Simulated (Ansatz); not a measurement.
Ideal-gas functions of H4HfO3S (`[OH][Hf]([OH])([OH])[SH]`) at 600 K and 1 bar, from an Ansatz frequency run at PBE0-D4/def2-TZVP.

Molar mass 262.59 g/mol, point group C1 (symmetry number 1), electronic degeneracy 1, moments of inertia 183.139, 301.629, 307.997 u Å². Harmonic wavenumbers (cm⁻¹, unscaled): 66, 118, 126, 138, 159, 164, 173, 218, 233, 248, 268, 318, 342, 519, 682, 687, 714, 2694, 4014, 4018, 4022.

Use S(trans) = R[1.5 ln M + 2.5 ln T − 1.1517]; rotational temperatures θ = 24.2544 K / I; S(rot) = R[ln(√π/σ · √(T³/θAθBθC)) + 1.5]; for each mode x = 1.438777 ν̃/T, S = R[x/(eˣ − 1) − ln(1 − e⁻ˣ)] and H = RT x/(eˣ − 1); 1 cm⁻¹ = 0.0119627 kJ/mol; R = 8.31446 J/(mol·K).

By hand: the entropy, in J/(mol·K).

Translation 192.9. Rotation: θ = 0.1324, 0.0804, 0.0787 K, giving 126.5. Vibration, mode by mode: 23.65, 18.84, 18.30, 17.55, 16.38, 16.13, 15.69, 13.80, 13.26, 12.76, 12.13, 10.77, 10.19, 7.01, 5.09, 5.04, 4.79, 0.10, 0.01, 0.01, 0.01, in all 221.5. Electronic 0.0. Sum 540.9 J/(mol·K).

By hand: H − E and G − E in kJ/mol, counted from the electronic energy.

Zero-point energy ½ × 19921 × 0.0119627 = 119.2; thermal vibration 59.3; translation, rotation and pV give 4 RT = 20.0. H − E = 198.5 kJ/mol, and G − E = 198.5 − 600 × 540.9/1000 = -126.0 kJ/mol.

Vibration gives 41 % of the entropy, 78.3 J/(mol·K) of it from the modes under 150 cm⁻¹: soft modes count most, and the harmonic formula is weakest for them. The sum counts one conformer and one mirror image; others add a mixing term.
